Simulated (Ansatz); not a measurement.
Basis-set extrapolation for `FB(Cl)C[SiH3]` (PBE0-D4/def2-TZVP geometry, frozen core, the Gaussian-basis code of Ansatz). Multiplicity 1, RHF reference.

```
                      def2-TZVPP   def2-QZVPP
                 HF  -913.548433  -913.577432
    MP2 correlation    -0.833461    -0.903412
CCSD(T) correlation    -0.917188      not run
```

Energies in hartree. Use E(X) = E(∞) + A·exp(−7.88·√X) for Hartree–Fock and E(X) = E(∞) + B·X^(−2.97) for correlation, with X = 3 and 4, and add CCSD(T) minus MP2 of the smaller set to the MP2 limit.

What is the CCSD(T) energy at the basis-set limit?

HF limit: -913.577432 + (-0.028999) × 0.13774 = -913.58143. MP2 limit: -0.903412 + (-0.069951) × 0.74074 = -0.95523. Higher-order term: -0.917188 − (-0.833461) = -0.08373. Total: -914.62039 hartree, 406.3 kJ/mol below CCSD(T)/def2-TZVPP.
